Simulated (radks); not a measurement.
Results of a calculation; reference values are marked as such.
Zr+, configuration [Ar] 3d10 4s2 4p5.5 4d2 5s1 4f0.5 (fractional occupations, a model configuration).

Level of theory: Dirac Kohn-Sham, LDA (Slater exchange, Perdew-Wang correlation), spin-unpolarised, spherical densities, finite nucleus; open shells fill j = l - 1/2 first; Fermi nuclear charge, rms radius 4.2694 fm (a radial shooting solver on a logarithmic mesh with Libxc functionals).

Energy parts (eV):
total: -97797.613
kinetic: 101034.651
electron-nucleus: -235675.555
Hartree: 39828.298
exchange-correlation: -2985.007

Orbitals (lengths in bohr, moments of r in powers of bohr; r(max) is where P^2 peaks; r(90%) holds 90 % of the orbital's charge):
| orbital | occ. | eigenvalue (eV) | <r^4> | r(90%) | <r^2> | r(max) |
|---|---|---|---|---|---|---|
| 1s1/2 | 2 | -17803.53 | 8.906e-06 | 0.0664 | 0.001857 | 0.02417 |
| 2s1/2 | 2 | -2477.682 | 0.001679 | 0.252 | 0.03118 | 0.1373 |
| 2p1/2 | 2 | -2270.920 | 0.001123 | 0.227 | 0.02363 | 0.1070 |
| 2p3/2 | 4 | -2185.208 | 0.001244 | 0.233 | 0.02502 | 0.1106 |
| 3s1/2 | 2 | -415.7606 | 0.09130 | 0.680 | 0.2419 | 0.4089 |
| 3p1/2 | 2 | -338.7304 | 0.09665 | 0.691 | 0.2421 | 0.3964 |
| 3p3/2 | 4 | -325.0594 | 0.1055 | 0.706 | 0.2532 | 0.4056 |
| 3d3/2 | 4 | -188.6664 | 0.1197 | 0.725 | 0.2457 | 0.3450 |
| 3d5/2 | 6 | -186.1659 | 0.1232 | 0.731 | 0.2495 | 0.3478 |
| 4s1/2 | 2 | -66.0593 | 4.114 | 1.76 | 1.645 | 1.073 |
| 4p1/2 | 2 | -45.0888 | 6.573 | 1.98 | 2.032 | 1.154 |
| 4p3/2 | 3.5 | -43.2353 | 7.195 | 2.02 | 2.125 | 1.179 |
| 4d3/2 | 2 | -13.9050 | 41.36 | 3.13 | 4.682 | 1.534 |
| 4d5/2 | 0 | -13.7406 | 42.71 | 3.16 | 4.759 | 1.547 |
| 4f5/2 | 0.5 | -2.0908 | 14700 | 13.8 | 98.11 | 8.495 |
| 4f7/2 | 0 | -2.0907 | 14700 | 13.8 | 98.12 | 8.495 |
| 5s1/2 | 1 | -12.4631 | 203.3 | 4.66 | 11.66 | 2.859 |

The highest occupied level is 4f5/2 at -2.091 eV. The configuration is held as typed, so some empty levels lie below it. The density falls to 0.001 e/bohr^3 at r = 4.37 bohr. Summed over all electrons, <r^2> = 89.55 bohr^2, which gives a Langevin (diamagnetic) susceptibility term of -70.9 x 10^-6 cm^3/mol.
